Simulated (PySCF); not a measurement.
PySCF job for Al(All)(F)(OH) (C₃H₆AlFO), SMILES C=C[CH2][Al]([F])[OH], PBE0-D3(BJ)/def2-SVP. Coordinates come from a PBE0-D3(BJ)/def2-SVP optimisation. The structure was generated by enumeration; whether it is a known compound was not checked. One conformer was computed; it need not be the lowest.

```python
import numpy as np
from pyscf import gto, scf, dft, df
from pyscf.hessian import thermo

mol = gto.M(
    atom='''
    Al    0.35436611    0.48689672    0.48384372
    C    -0.11510049   -1.38477728    0.65535750
    C    -1.06148610   -1.31087803   -0.50323010
    C    -0.71402026   -1.21687188   -1.79911960
    H    -0.60222406   -1.69151804    1.58857829
    H     0.75600371   -2.02493940    0.44956305
    H    -2.12713723   -1.22670145   -0.25271510
    H     0.33115263   -1.27833857   -2.12264166
    H    -1.47009117   -1.09646259   -2.57799056
    F     1.68753053    0.90748890   -0.42741082
    O    -0.60423469    1.70636726    1.16876375
    H    -0.50471945    2.64512753    1.00377809
    ''',
    basis='def2-SVP',
    charge=0,
    spin=0,
    max_memory=1600,
    verbose=3,
)
mf = dft.RKS(mol, xc='pbe0').density_fit(auxbasis='def2-universal-jkfit')
mf.disp = 'd3bj'
mf.grids.level = 3
mf.conv_tol = 1e-11
mf.max_cycle = 100
mf.kernel()

# [left out here: the lines that compute and print the analytic Hessian (its translational invariance restored by hand, since the grid's response is missing), thermochemistry and intensities]
```

Log of the run:

```
converged SCF energy = -534.813604284536

WARN: DFTD3 does not support analytical Hessian, using finite difference


WARN: Mole.unit (angstrom) is changed to Bohr

Mode                                 0                   1                   2
Irrep
Freq [cm^-1]                       33.5745             68.5434            144.3048
Reduced mass [au]                   4.3392              5.3064              2.2002
Force const [Dyne/A]                0.0029              0.0147              0.0270
Char temp [K]                      48.3063             98.6186            207.6225
Normal mode                   x     y     z       x     y     z       x     y     z
       0  Al                 0.02  0.03  0.02    0.03 -0.01 -0.02    0.03 -0.02 -0.02
       1   C                -0.02  0.04 -0.06    0.06 -0.02 -0.03   -0.03 -0.00  0.03
       2   C                -0.04 -0.02 -0.05   -0.02  0.01  0.04    0.00  0.15  0.02
       3   C                -0.06 -0.18 -0.07   -0.12  0.02  0.02    0.04 -0.04  0.02
       4   H                -0.01  0.05 -0.05    0.13 -0.05 -0.00   -0.08  0.07  0.03
       5   H                -0.02  0.03 -0.05    0.05 -0.00 -0.11   -0.09 -0.09  0.04
       6   H                -0.03  0.05 -0.04   -0.00  0.04  0.13    0.02  0.46  0.01
       7   H                -0.07 -0.26 -0.08   -0.15 -0.01 -0.06    0.03 -0.36  0.04
       8   H                -0.07 -0.23 -0.06   -0.17  0.06  0.08    0.08  0.12  0.00
       9   F                 0.02  0.06  0.04    0.09  0.03  0.09   -0.01  0.03 -0.04
      10   O                 0.03  0.02  0.05   -0.07 -0.04 -0.10   -0.04 -0.09  0.01
      11   H                 0.05  0.03  0.11   -0.09 -0.04 -0.09   -0.10 -0.08  0.04
Mode                                 3                   4                   5
Irrep
Freq [cm^-1]                      192.3816            237.3036            252.0893
Reduced mass [au]                   2.8872              4.3657              6.8527
[...]
      11   H                -0.15  0.10  0.11    0.01 -0.00 -0.01    0.10 -0.10 -0.07
Mode                                15                  16                  17
Irrep
Freq [cm^-1]                      942.8800            998.8257           1027.1474
Reduced mass [au]                   3.2765              1.3819              1.1522
Force const [Dyne/A]                1.7162              0.8123              0.7162
Char temp [K]                    1356.5944           1437.0879           1477.8365
Normal mode                   x     y     z       x     y     z       x     y     z
       0  Al                 0.06 -0.02 -0.05    0.03 -0.01 -0.02    0.01  0.01  0.00
       1   C                 0.06 -0.01  0.12   -0.05 -0.01 -0.10   -0.04 -0.08 -0.02
       2   C                -0.05  0.02 -0.04    0.07  0.01  0.03   -0.02 -0.05 -0.00
       3   C                -0.05  0.01 -0.08   -0.05 -0.01  0.04    0.00  0.01 -0.01
       4   H                 0.09 -0.12  0.11   -0.40 -0.09 -0.32    0.19  0.23  0.21
       5   H                 0.09  0.03  0.08    0.21  0.22  0.28    0.22  0.24  0.12
       6   H                -0.04 -0.04  0.03    0.14 -0.03  0.34    0.04  0.61  0.04
       7   H                 0.04 -0.01  0.19    0.04  0.05  0.30    0.03  0.38  0.01
       8   H                 0.20  0.00 -0.34    0.11  0.02 -0.10   -0.01 -0.29 -0.04
       9   F                -0.05 -0.01  0.03   -0.01 -0.00  0.01   -0.00 -0.00  0.00
      10   O                -0.04  0.06  0.03   -0.01  0.02  0.01    0.00 -0.01 -0.00
      11   H                -0.05  0.06  0.05   -0.02  0.02  0.01    0.01 -0.01 -0.01
Mode                                18                  19                  20
Irrep
Freq [cm^-1]                     1049.0860           1190.7460           1310.2474
Reduced mass [au]                   1.4132              1.5631              1.2429
Force const [Dyne/A]                0.9164              1.3058              1.2572
Char temp [K]                    1509.4012           1713.2184           1885.1543
Normal mode                   x     y     z       x     y     z       x     y     z
       0  Al                -0.01 -0.02 -0.00    0.01  0.00 -0.01    0.00 -0.00 -0.00
       1   C                 0.05  0.11  0.03    0.09 -0.01 -0.00    0.01 -0.01 -0.00
       2   C                 0.00 -0.10 -0.01   -0.13  0.02 -0.03    0.08 -0.00 -0.01
       3   C                -0.01  0.02  0.01    0.06 -0.01  0.04   -0.09  0.00  0.05
       4   H                -0.21 -0.35 -0.25   -0.23 -0.15 -0.21   -0.04  0.05 -0.01
       5   H                -0.27 -0.28 -0.12    0.28  0.10  0.43    0.05  0.05 -0.02
       6   H                 0.05  0.49  0.03   -0.18  0.03 -0.23   -0.09  0.07 -0.78
       7   H                 0.01  0.16  0.05   -0.03  0.03 -0.21    0.01 -0.03  0.39
       8   H                 0.00 -0.14 -0.02   -0.15 -0.02  0.23   -0.02  0.01  0.01
       9   F                 0.01  0.00 -0.00   -0.00 -0.00  0.00   -0.00  0.00 -0.00
      10   O                -0.00  0.01  0.00   -0.00 -0.00  0.00   -0.00  0.00  0.00
      11   H                -0.01  0.01  0.01    0.00 -0.00 -0.00   -0.00  0.00  0.00
Mode                                21                  22                  23
Irrep
Freq [cm^-1]                     1406.9988           1433.1948           1689.1452
Reduced mass [au]                   1.1109              1.2002              4.6602
Force const [Dyne/A]                1.2958              1.4525              7.8341
Char temp [K]                    2024.3580           2062.0483           2430.3039
Normal mode                   x     y     z       x     y     z       x     y     z
       0  Al                 0.00  0.00  0.00    0.00  0.00 -0.00   -0.00  0.00 -0.00
       1   C                 0.04 -0.03  0.03    0.04 -0.03  0.07    0.00 -0.01  0.03
       2   C                -0.01 -0.02  0.07   -0.02 -0.01 -0.08    0.02  0.02 -0.20
       3   C                -0.01  0.00  0.02    0.02  0.00 -0.03   -0.04 -0.01  0.17
       4   H                -0.45  0.29 -0.13   -0.31  0.25 -0.03    0.06  0.02  0.07
       5   H                 0.08  0.20 -0.42    0.05  0.15 -0.41   -0.01 -0.00 -0.04
       6   H                -0.06  0.02 -0.13    0.04 -0.00  0.20    0.12 -0.01  0.15
       7   H                -0.12  0.04 -0.39    0.14 -0.04  0.39   -0.17  0.02 -0.16
       8   H                 0.30  0.01 -0.30   -0.35  0.01  0.35    0.20 -0.02 -0.03
       9   F                -0.00  0.00 -0.00   -0.00  0.00  0.00    0.00 -0.00  0.00
      10   O                -0.00  0.00 -0.00    0.00 -0.00 -0.00    0.00 -0.00  0.00
      11   H                -0.00  0.00  0.00    0.00 -0.00 -0.00    0.00 -0.00 -0.00
Mode                                24                  25                  26
Irrep
Freq [cm^-1]                     3102.7335           3155.1958           3163.0543
Reduced mass [au]                   1.0612              1.0627              1.0915
Force const [Dyne/A]                6.0192              6.2333              6.4341
Char temp [K]                    4464.1427           4539.6243           4550.9310
Normal mode                   x     y     z       x     y     z       x     y     z
       0  Al                 0.00  0.00 -0.00    0.00 -0.00 -0.00    0.00 -0.00  0.00
       1   C                 0.04 -0.05  0.02   -0.01 -0.00  0.01   -0.01  0.00  0.01
       2   C                -0.00 -0.00 -0.00    0.04 -0.00 -0.00    0.07 -0.00 -0.02
       3   C                -0.00  0.00  0.00    0.02  0.00 -0.05   -0.02 -0.00  0.03
       4   H                 0.23  0.13 -0.42    0.04  0.02 -0.08    0.07  0.04 -0.12
       5   H                -0.66  0.48  0.16    0.02 -0.02 -0.01    0.06 -0.05 -0.01
       6   H                 0.01 -0.00 -0.00   -0.47  0.03  0.11   -0.77  0.06  0.18
       7   H                 0.01 -0.00 -0.00   -0.64  0.04  0.19    0.42 -0.03 -0.13
       8   H                -0.01  0.00 -0.01    0.36 -0.06  0.35   -0.16  0.02 -0.15
       9   F                -0.00  0.00  0.00    0.00  0.00  0.00   -0.00  0.00 -0.00
      10   O                 0.00  0.00  0.00   -0.00  0.00 -0.00   -0.00  0.00 -0.00
      11   H                 0.00 -0.00  0.00   -0.00  0.00 -0.00   -0.00  0.00 -0.00
Mode                                27                  28                  29
Irrep
Freq [cm^-1]                     3195.1149           3267.2057           3985.5382
Reduced mass [au]                   1.1059              1.1163              1.0679
Force const [Dyne/A]                6.6516              7.0208              9.9945
Char temp [K]                    4597.0590           4700.7815           5734.3022
Normal mode                   x     y     z       x     y     z       x     y     z
       0  Al                 0.00 -0.00 -0.00   -0.00  0.00  0.00   -0.00  0.00  0.00
       1   C                 0.06 -0.00 -0.06    0.00  0.00  0.00    0.00  0.00  0.00
       2   C                 0.02 -0.00 -0.00   -0.01  0.00  0.00   -0.00  0.00  0.00
       3   C                -0.00  0.00  0.00   -0.09  0.01 -0.04    0.00  0.00 -0.00
       4   H                -0.36 -0.23  0.68    0.00  0.00 -0.01   -0.00 -0.00  0.00
       5   H                -0.37  0.28  0.08    0.00 -0.00  0.00   -0.00 -0.00  0.00
       6   H                -0.18  0.01  0.04    0.08 -0.01 -0.02   -0.00 -0.00 -0.00
       7   H                 0.02 -0.00 -0.00    0.49 -0.03 -0.16    0.00 -0.00 -0.00
       8   H                 0.01 -0.00  0.01    0.54 -0.09  0.56    0.00 -0.00  0.00
       9   F                -0.00  0.00  0.00   -0.00 -0.00 -0.00   -0.00  0.00  0.00
      10   O                -0.00  0.00  0.00    0.00 -0.00 -0.00   -0.00 -0.06  0.01
      11   H                -0.00 -0.00  0.00   -0.00 -0.00 -0.00    0.09  0.95 -0.15
temperature 298.1500 [K]
pressure 101325.00 [Pa]
Rotational constants [GHz] 3.87349 2.07365 1.73382
Symmetry number 1
Zero-point energy (ZPE) 0.08619 [Eh]   226301.982 [J/mol]
                           tot       elec      trans        rot        vib
Entropy [J/mol/K]       377.638      0.000    166.676    115.213     95.749
Cv [J/mol/K]            115.889      0.000     12.472     12.472     90.946
Cp [J/mol/K]            124.203      0.000     20.786     12.472     90.946
Internal energy [J/mol]                      3718.434   3718.434 240667.024
Internal energy [Eh]   -534.71911  -534.81360
Enthalpy [J/mol]                             6197.391   3718.434 240667.024
Enthalpy [Eh]          -534.71816
Gibbs free energy [J/mol]                  -43497.181 -30632.295 212119.440
Gibbs free energy [Eh] -534.76105
static polarisability / bohr^3: [[48.453  2.185  2.209]
 [ 2.188 48.782  5.137]
 [ 2.215  5.135 64.409]]
largest difference of analytic and finite-field dipole derivatives / e: 0.001081872364840697
mode   freq/cm-1   IR/(km/mol)   Raman/(A^4/amu)   depolarisation
   1       33.57         4.881             4.010            0.715
   2       68.54         0.086             1.099            0.746
   3      144.30         0.701             3.912            0.661
   4      192.38         4.182             6.005            0.622
   5      237.30        50.358             0.926            0.742
   6      252.09        37.595             0.922            0.579
   7      352.13       166.287             0.548            0.738
   8      420.53         0.237             3.149            0.595
   9      565.64        69.038             7.859            0.112
  10      577.41        81.467             7.229            0.054
  11      668.79        25.610             2.232            0.701
  12      713.67        38.112            10.904            0.337
  13      842.45       107.644             1.117            0.747
  14      912.68        46.162             2.832            0.746
  15      936.12        59.777             1.598            0.644
  16      942.88        79.203             3.877            0.092
  17      998.83        19.614             1.134            0.747
  18     1027.15        71.818            13.894            0.297
  19     1049.09        25.518            25.288            0.335
  20     1190.75        23.975             5.727            0.719
  21     1310.25         1.309            15.689            0.346
  22     1407.00         5.931            10.720            0.608
  23     1433.19         5.862            10.798            0.528
  24     1689.15        31.428            41.882            0.149
  25     3102.73         0.721           105.554            0.158
  26     3155.20         3.984            33.041            0.233
  27     3163.05         2.650           141.300            0.244
  28     3195.11         1.319            76.406            0.570
  29     3267.21         2.345            80.965            0.583
  30     3985.54       111.543           132.476            0.280
max |gradient| / (hartree/bohr): 0.0002653458967491729
APT charges: [ 1.5394 -0.4525  0.1028 -0.2255  0.0466  0.0302  0.0346  0.052   0.055
 -0.6216 -0.88    0.319 ]
```

The calculation finished and met its thresholds.

Cost: very roughly 6 core-minutes.
